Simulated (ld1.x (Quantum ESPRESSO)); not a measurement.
**What one change does to a pseudopotential (strontium (Sr), TM)**

```
Element                 : strontium (Sr)
Generator               : ld1.x (Quantum ESPRESSO) 7.5
Type                    : norm-conserving Troullier–Martins (Kleinman–Bylander form)
Functional              : PBE
Relativity              : non-relativistic
Frozen core             : [Kr]
Valence charge          : 2
Reference configuration : 4d0 5s1.75 5p0 (charge +0.25)
Partial waves           : 5s (bound): rc 3.05 bohr; 5p (bound, empty): rc 3.20 bohr; 4d (bound, empty): rc 3.70 bohr; 4f channel at 0.2 Ry: rc 3.25 bohr
Local potential         : all-electron potential smoothed inside 3.65 bohr (lloc = -2)
Core correction         : none
```

Change: local potential the s channel.

Cutoffs: the cutoffs (Ry, on a coarse ladder) from which the occupation-weighted sum of valence levels, in a spherical-Bessel basis at the reference potential, stays within 10 and 1 mRy of its value at 400 Ry; they do not see the model core or the augmentation charge, which bear on the density cutoff. Errors are all-electron minus pseudo energies relative to the spin-unpolarised reference configuration.

What does the change do?

Both files are so soft that the ladder of cutoffs tells neither apart; a bound ghost appears in p, which as a rule spoils a file; the errors of the 7 common tests hardly move; the range in which the p phases agree widens (upper end 0.1 → 1.4). In the separable form a ghost depends on how the local part lies against the semilocal potential of the channel, so the choice of the local part can create or remove one.

```csv
quantity,base,changed
"cutoff, loose",6 Ry,6 Ry
"cutoff, tight",8 Ry,8 Ry
bound ghosts,none,p
"error for 4d0 5s2 5p0, meV [ΔE -1.01 eV]",0.0,-0.1
"error for 4d0 5s1 5p0, meV [ΔE 4.79 eV]",+7.0,+6.5
"error for 4d0 5s1.5 5p0, meV [ΔE 1.30 eV]",+0.1,+0.1
"error for 4d0 5s0 5p2, meV [ΔE 3.46 eV]",+96,+93
"error for 4d0 5s0 5p1, meV [ΔE 7.57 eV]",+138,+130
"error for 4d0.5 5s1.5 5p0, meV [ΔE -0.01 eV]",+134,+133
"error for 4d1 5s0 5p0, meV [ΔE 6.20 eV]",+588,+586
s: phases at 3.98 bohr within 0.05 rad from the reference energy up to (Ry; the scan ends near 5),0.5,0.8
p: phases at 3.98 bohr within 0.05 rad from the reference energy up to (Ry; the scan ends near 5),0.1,1.4
d: phases at 3.98 bohr within 0.05 rad from the reference energy up to (Ry; the scan ends near 5),0.5,0.5
f: phases at 3.98 bohr within 0.05 rad from the reference energy up to (Ry; the scan ends near 5),1.9,1.9
```

Base: The cutoffs count occupied waves only; the empty 4d level needs 12 Ry at the loose tolerance. Changed file: The cutoffs count occupied waves only; the empty 4d level needs 12 Ry at the loose tolerance. A true bound ghost makes a file unfit for plane-wave use even where its test errors are small: the radial tests pick states by their node count and pass the ghost by.
